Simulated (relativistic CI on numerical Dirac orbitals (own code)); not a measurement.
# Slater and spin-orbit integrals, Te⁴⁴⁺

These numbers are calculated, not measured: Dirac-Coulomb-Breit CI, separate exchange-only KLI orbitals for each configuration, a model potential for QED, unscaled Slater integrals (own radial code, finite nucleus).

Slater integrals F^k, G^k are unscaled and averaged over j, outside the closed core 1s2; ζ comes from projecting the Hamiltonian with its Breit term on Σ l·s of the shell.

- 2s²2p⁴: F^2(2p,2p) = 945860, ζ(2p) = 1.5517e+06 cm⁻¹; <r>(2p) = 0.1003, <r^2>(2p) = 0.01221 (bohr units).
- 2s2p⁵: G^1(2s,2p) = 1.0101e+06, ζ(2p) = 1.5452e+06 cm⁻¹; <r>(2s) = 0.1156, <r^2>(2s) = 0.01574, <r>(2p) = 0.1005, <r^2>(2p) = 0.01225 (bohr units).
- 2p⁵3s: ζ(2p) = 1.5648e+06, G^1(2p,3s) = 99831 cm⁻¹; <r>(2p) = 0.1, <r^2>(2p) = 0.01214, <r>(3s) = 0.2724, <r^2>(3s) = 0.08451 (bohr units).

Averages of the first 10 configurations, taken without configuration mixing, which lowers the lowest level and can move excited configurations by several eV; other configurations of the list can lie among them:

```tsv
Configuration	Parity	States	Average energy above the lowest level (eV)
2s²2p⁴	even	15	198.9
2s2p⁵	odd	12	648.2
2p⁶	even	1	1138.4
2p⁵3s	odd	12	5287.0
2p⁵3p	even	36	5410.2
2p⁵3d	odd	60	5532.0
2s²2p³3s	odd	40	4399.8
2s²2p³3p	even	120	4529.6
2s²2p³3d	odd	200	4651.9
2s2p⁴3s	even	60	4822.8
```
